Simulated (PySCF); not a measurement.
# How methods differ on the excitation energy of Xe²⁺

Xe²⁺ [Kr] 4d10 5s2 5p4 (3P) → Xe²⁺ [Kr] 4d10 5s1 5p4 5d1 (high-spin determinant), as a difference of total energies. All numbers are calculated (PySCF 2.14, scalar relativity through the core potential, in aug-cc-pVDZ-PP with ECP28MDF (5s4p3d, 32 functions)). Correlated levels: valence: 4s2 4p6 4d10 frozen. The calculations carry no spin-orbit coupling.

| method | excitation energy (eV) |
| --- | --- |
| UHF | 24.959 |
| PBE | 25.790 |
| PBE0 | 25.795 |
| r2SCAN | 25.774 |
| BLYP | 26.173 |
| M06-2X | 25.655 |
| r2SCANh | 25.782 |
| MP2 (valence) | 25.236 |
| SCS-MP2 (valence) | 25.191 |

Task: Estimate what HSE06 gives.

Result: 25.860 eV, closest to PBE0 among the rows shown.

Task: Estimate what LDA gives.

Result: 26.360 eV, closest to BLYP among the rows shown.

The promoted electron is Rydberg-like, and one or two diffuse shells describe it only roughly, which tends to raise the upper state.

The determinant of the upper state mixes LS terms, which raises its energy above the lowest term, most at the Hartree-Fock and MP2 levels.
